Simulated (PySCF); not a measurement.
Geometry (Å), atoms numbered from 1 in this order:
```xyz
13

C    -2.347   -0.197    0.571
S    -0.748    0.225    1.336
Si    0.555   -0.467   -0.215
N     2.156   -0.089    0.443
C     3.237   -0.417   -0.314
O     3.132   -0.949   -1.396
H    -2.434   -1.278    0.392
H    -2.499    0.352   -0.369
H    -3.126    0.104    1.284
H     0.392   -1.931   -0.434
H     0.307    0.266   -1.487
H     2.311    0.354    1.343
H     4.223   -0.160    0.141
```

Geometry: PBE0-D3(BJ)/def2-SVP; GIAO absolute shieldings from PySCF 2.14, gas phase, non-relativistic, averaged over equivalent atoms.

At B97-2/pcSseg-1 (151 basis functions, 24 s wall time on 1 thread of an Arm Neoverse N1, shared host):
```
   atoms  σ (ppm)
      C5     19.8
      C1    170.8
      S2    714.7
     Si3    378.6
      N4    141.9
      O6   -114.5
     H13    23.23
 H10/H11    26.09
     H12    27.30
H7/H8/H9    29.41
```

Problem. Predict the values at BHandHLYP/pcSseg-1 on the same geometry.

Solution. 
| atoms | σ at BHandHLYP/pcSseg-1 | change |
| --- | --- | --- |
| C5 | 12.1 | -7.7 |
| C1 | 172.6 | +1.8 |
| S2 | 723.8 | +9.1 |
| Si3 | 380.6 | +2.0 |
| N4 | 143.6 | +1.7 |
| O6 | -126.9 | -12.4 |
| H13 | 23.35 | +0.12 |
| H10/H11 | 26.34 | +0.25 |
| H12 | 27.36 | +0.06 |
| H7/H8/H9 | 29.51 | +0.10 |

The largest change is at O6 (amide-type carbonyl oxygen). Cost: 151 basis functions, 23 s wall time on 1 thread of an Arm Neoverse N1, shared host.

Hydrogen bonding in solution deshields acid and N–H amide carbonyl carbons by as much as 10 ppm beyond these values.
